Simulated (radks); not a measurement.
Coulomb parameter of the 5d shell of the osmium ion Os+ in the model configuration [Xe] 4f14 5d6 6s1, as a second difference U = [E(n + 0.25) + E(n - 0.25) - 2 E(n)] / (0.25)^2 with all orbitals relaxed. "Bare": the charge of the atom changes with n. "Screened": the 6s shell takes up the change at fixed total charge, which measures U(5d,5d) + U(6s,6s) - 2 U(5d,6s). Method: scalar-relativistic Kohn-Sham, PBE, spin-unpolarised, spherical densities, finite nucleus; Fermi nuclear charge, rms radius 5.4126 fm; computed with a radial shooting solver on a logarithmic mesh with Libxc functionals.

case                      configuration  E - E(n) (eV)
start                 [Xe] 4f14 5d6 6s1          0.000
bare +0.25         [Xe] 4f14 5d6.25 6s1         -3.216
bare -0.25         [Xe] 4f14 5d5.75 6s1          3.863
screened +0.25  [Xe] 4f14 5d6.25 6s0.75         -0.222
screened -0.25  [Xe] 4f14 5d5.75 6s1.25          0.283

U(bare) = 10.345 eV, U(screened by 6s) = 0.965 eV, against the Slater integral F0(5d,5d) = 14.105 eV with frozen orbitals.
